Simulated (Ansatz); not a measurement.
C₁₃H₈O, SMILES c1cccc2c1-c1ccccc1C2=O. Atoms are numbered in the order given.

```xyz
22

O      0.0000     0.0000    -2.7958
C      0.0000     0.0000    -1.5842
C      0.0000    -1.1901    -0.6679
C      0.0000    -2.5413    -0.9851
C      0.0000    -3.4705     0.0665
C      0.0000    -3.0327     1.3959
C      0.0000    -1.6639     1.7128
C      0.0000    -0.7417     0.6708
C      0.0000     0.7417     0.6708
C      0.0000     1.6639     1.7128
C      0.0000     3.0327     1.3959
C      0.0000     3.4705     0.0665
C      0.0000     2.5413    -0.9851
C      0.0000     1.1901    -0.6679
H      0.0000    -2.8578    -2.0307
H      0.0000    -4.5411    -0.1503
H      0.0000    -3.7689     2.2034
H      0.0000    -1.3394     2.7558
H      0.0000     1.3394     2.7558
H      0.0000     3.7689     2.2034
H      0.0000     4.5411    -0.1503
H      0.0000     2.8578    -2.0307
```
Charge 0, spin multiplicity 1.

Geometry: B3LYP-D3(BJ)/def2-SVP.

Calculation: B3LYP-D3(BJ)/def2-SVP in Ansatz (a first-principles code).

Each state was relaxed at this level (stationary points, no frequency check), unrestricted for open shells, gas phase, no zero-point terms. λ is the four-point inner reorganisation energy.

```json
[
 {"quantity": "ionisation energy", "at the neutral's geometry (eV)": "8.17", "adiabatic (eV)": "8.04", "at the other state's geometry (eV)": "7.91", "relaxation of that state (meV)": "128", "relaxation of the neutral (meV)": "128", "λ (meV)": "256"},
 {"quantity": "electron affinity", "at the neutral's geometry (eV)": "0.74", "adiabatic (eV)": "0.91", "at the other state's geometry (eV)": "1.08", "relaxation of that state (meV)": "168", "relaxation of the neutral (meV)": "172", "λ (meV)": "340"},
 {"quantity": "T1 energy", "at the neutral's geometry (eV)": "2.77", "adiabatic (eV)": "2.33", "at the other state's geometry (eV)": "1.87", "relaxation of that state (meV)": "443", "relaxation of the neutral (meV)": "460", "λ (meV)": "903"}
]
```
